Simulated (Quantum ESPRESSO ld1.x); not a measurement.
Q: All-electron atom: Ca4+ in [Ne] 3s2 3p4. Method: Dirac Kohn-Sham, PW91, spin-unpolarised, spherical densities, point nucleus; open shells fill j = l - 1/2 first; computed with ld1.x of Quantum ESPRESSO 7.5. Some entries of the table are withheld. Estimate them.

orbital,occ.,eigenvalue (eV),<r^2> (bohr^2)
1s1/2,2,-4010.04,0.007941
2s1/2,2,-472.122,(1)
2p1/2,2,-395.387,0.1309
2p3/2,4,-391.677,0.1328
3s1/2,2,-97.5707,1.375
3p1/2,2,-77.7806,(2)
3p3/2,2,-77.3149,(3)
3d3/2,0,-47.7371,2.022
3d5/2,0,-47.6942,2.026
4s1/2,0,-34.5657,7.340

A: 
(1) 2s1/2 <r^2> (bohr^2): 0.1566
(2) 3p1/2 <r^2> (bohr^2): 1.552
(3) 3p3/2 <r^2> (bohr^2): 1.568
